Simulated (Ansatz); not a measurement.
Consider the redistribution: `O[SiH2][SiH](O)[SiH3]` + `F[SiH3]` → `O[SiH](F)[SiH3]` + `O[SiH2][SiH3]`.

Program: Ansatz. Geometries: PBE0-D4/def2-TZVP. ΔE: electronic, gas phase. CCSD(T)/CBS adds triple-zeta CCSD(T) − MP2 to the extrapolated MP2 energy (def2 sets, frozen cores). This one scheme is used for every species. Functionals use def2-TZVPP. B3LYP here is the variant with VWN-RPA as its local correlation; programs differ in this. Each species was taken in one conformer, which may not be the lowest.

`O[SiH2][SiH](O)[SiH3]`:

Z-matrix (Å, degrees):
```
Si
Si 1 2.353
O 1 1.665 2 99.5
H 1 1.492 2 113.9 3 117.5
H 1 1.491 2 114.8 3 -119.0
Si 2 2.339 1 113.0 3 -137.4
O 2 1.659 1 104.7 3 -17.7
H 2 1.494 1 109.5 3 101.4
H 3 0.958 1 118.6 2 175.6
H 6 1.490 2 108.4 1 -63.4
H 6 1.488 2 111.9 1 177.0
H 6 1.488 2 110.6 1 55.4
H 7 0.962 2 113.9 1 18.8
```

`F[SiH3]`:

```xyz
5

F     0.038    0.099    1.556
Si   -0.001   -0.003   -0.040
H    -0.396   -1.382   -0.410
H     1.351    0.310   -0.560
H    -0.992    0.976   -0.545
```

`O[SiH](F)[SiH3]`:

Cartesian coordinates in Å:
```
O -1.350 1.020 0.894
Si -0.681 0.367 -0.449
F -0.271 1.524 -1.481
Si 1.243 -0.774 0.237
H -2.227 1.403 0.834
H -1.676 -0.465 -1.177
H 1.942 -1.332 -0.952
H 0.861 -1.893 1.138
H 2.160 0.149 0.956
```

`O[SiH2][SiH3]`:

```xyz
9

O     0.967   -1.348    1.241
Si   -0.359   -0.888    0.366
Si   -0.112    1.245   -0.582
H     1.808   -1.387    0.784
H    -0.650   -1.861   -0.729
H    -1.491   -0.906    1.325
H    -1.310    1.582   -1.399
H     1.084    1.275   -1.471
H     0.063    2.288    0.466
```

```tsv
species	B3LYP energy (Eh)
`O[SiH2][SiH](O)[SiH3]`	-1023.98342
`F[SiH3]`	-391.27046
`O[SiH](F)[SiH3]`	-757.31383
`O[SiH2][SiH3]`	-657.95051
```

Work out ΔE.

ΔE = (-757.31383) + (-657.95051) − (-1023.98342) − (-391.27046) = -0.01046 Eh = -6.6 kcal/mol. CCSD(T)/CBS gives -5.5 kcal/mol.

Largest T1 diagnostic among the species: 0.013.

The D4 term adds +1.1 kcal/mol with B3LYP and +0.7 kcal/mol with PBE0; it sums over pairs of atoms, weighted by their polarisabilities, and B3LYP, whose exchange is more repulsive, gets the larger term.
